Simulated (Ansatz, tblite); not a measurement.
Removing and adding an electron: the cluster B₅H₃. Total charge 0; singlet. Geometry: PBE-D4/def2-SVP. Ansatz, gas phase; energy differences of separate SCF runs; the oxidised species was run as a doublet alone; the reduced species was run as a doublet alone.

Cartesian coordinates in Å:
```
B -0.512 0.261 -0.117
B 0.923 -0.658 0.068
B -0.497 1.635 0.912
B 0.746 0.675 0.949
B -0.491 -0.991 -1.029
H -1.273 2.531 1.106
H -0.626 -1.910 -1.789
H 1.729 -1.541 -0.100
```

The xTB rows come from tblite. Correlated methods freeze 5 core orbitals. The structure comes from a short search, and lower isomers may exist.

| level | −HOMO (eV) | vertical IE (eV) | −LUMO (eV) | vertical EA (eV) | HOMO–LUMO gap (eV) | IE − EA (eV) | remarks |
| --- | --- | --- | --- | --- | --- | --- | --- |
| GFN1-xTB | 10.48 | 13.60 | 8.52 | 5.51 | 1.96 | 8.09 | – |
| GFN2-xTB | 8.54 | 12.14 | 6.81 | 3.20 | 1.72 | 8.94 | – |
| HF/def2-TZVPP | – | 8.18 | – | – | – | – | spin-contaminated (⟨S²⟩ 0.87) (+1 doublet) |
| PBE-D4/def2-TZVP | 6.36 | 9.33 | 4.24 | – | 2.12 | – | – |
| PBE-D4/def2-TZVPD | 6.37 | – | 4.24 | 1.72 | 2.12 | – | HOMO above zero (-1 doublet) |
| r2SCAN-D4/def2-TZVP | 6.54 | 9.28 | 4.01 | – | 2.53 | – | – |
| r2SCAN-D4/def2-TZVPD | 6.54 | – | 4.01 | 1.73 | 2.53 | – | HOMO above zero (-1 doublet) |
| PBE0-D4/def2-TZVP | 7.37 | 9.37 | 3.35 | – | 4.02 | – | – |
| PBE0-D4/def2-TZVPD | 7.37 | – | 3.36 | 1.66 | 4.02 | – | HOMO above zero (-1 doublet) |
| MP2/def2-TZVPP | – | 9.64 | – | – | – | – | spin-contaminated (⟨S²⟩ 0.87) (+1 doublet) |
| CCSD/def2-TZVPP | – | 9.32 | – | – | – | – | spin-contaminated (⟨S²⟩ 0.87) (+1 doublet) |
| CCSD(T)/def2-TZVPP | – | 9.43 | – | – | – | – | spin-contaminated (⟨S²⟩ 0.87) (+1 doublet) |

   A HOMO above zero means that the electron is unbound at that level or that self-interaction error raises the level; the energy of removing that electron tells which. Raw xTB energy differences between charge states are shifted by several eV; the methods need an empirical correction for them.
